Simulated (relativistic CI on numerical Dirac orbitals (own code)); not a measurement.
# Hyperfine structure of Te22+, mass number 125

Calculated at this level of theory: Dirac-Coulomb-Breit CI, separate exchange-only KLI orbitals for each configuration, model QED (radiative potential, 1s self-energy scaled to tabulated hydrogen-like ionisation energies), unscaled Slater integrals (own radial code, finite nucleus).

Configuration list (outside the closed core [Ar] 3d10): 4s2, 4s.4p, 4p2, 4s.4d, 4d2, 4s.4f, 4p.4d, 4f2, 4p.4f, 4d.4f, 4s.5s, 4s.5p, 4s.5d, 4s.5f, 4s.5g, 4s.6s. Levels of other configurations are missing.

Nuclear spin I = 1/2, μ = -0.887 μN (tables of Stone and Pyykkö). The electronic factors are computed for point nuclear moments, without core polarisation or the Bohr-Weisskopf and QED corrections.

```csv
Level,E (cm⁻¹),A (GHz)
4s.4p 3P°_1,360619,-286.2
4s.4p 3P°_2,454565,-145
4s.4p 1P°_1,549988,55.23
4p2 3P_1,882165,8.463
4p2 1D_2,886196,-53.01
4p2 3P_2,994770,-23.11
4s.4d 3D_1,1130315,113.9
4s.4d 3D_2,1137919,-70.29
```

Levels with J = 0, under 50 % of one LS term, or S terms without an open s electron are left out. Small factors come from cancelling terms and can be off by tens of per cent or more.

At this charge energies of transitions that change n are usually good to better than 1 %, and those within a shell (Δn = 0) to a few per cent.

**Question.** Give the hyperfine levels of 4s.4p 3P°_1 relative to its centre of gravity.

**Answer.** With K = F(F + 1) − I(I + 1) − J(J + 1), E = AK/2: F = 1/2: 286.2, F = 3/2: -143.1 GHz.

LS names give the leading component of a level, which can be under half, so a name can repeat, a term be missing and a line seem to break the LS rules.
